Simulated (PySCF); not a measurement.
```xyz
3
charge 0 multiplicity 1, angstrom
Se    1.1718    0.0000    0.0000
I    -0.3694    1.9731    0.0000
I    -0.3694   -1.9731    0.0000
```

Computed with PySCF, PBE0, basis Se def2-TZVP, I def2-TZVP with ECP28 (scalar-relativistic core potentials, no spin–orbit coupling, density fitting).

This geometry of SeI2 is a stationary point at this level.

(1) What is the point group?

(2) Is it a minimum?

(3) What are the dipole moment and the gap between the highest occupied and lowest empty levels?

(4) Give the ideal-gas entropy at 298.15 K and 1 bar by parts.

(5) What is the atomisation energy, with and without zero-point energy?

Results:

(1) C2v.

(2) Yes: all harmonic wavenumbers are real.

(3) 0.05 D and 3.34 eV.

(4) translation 181.3, rotation 121.3, vibration 31.2, spin 0.0; total 333.9 J/(mol K).

(5) 412 kJ/mol without, 408 kJ/mol with.
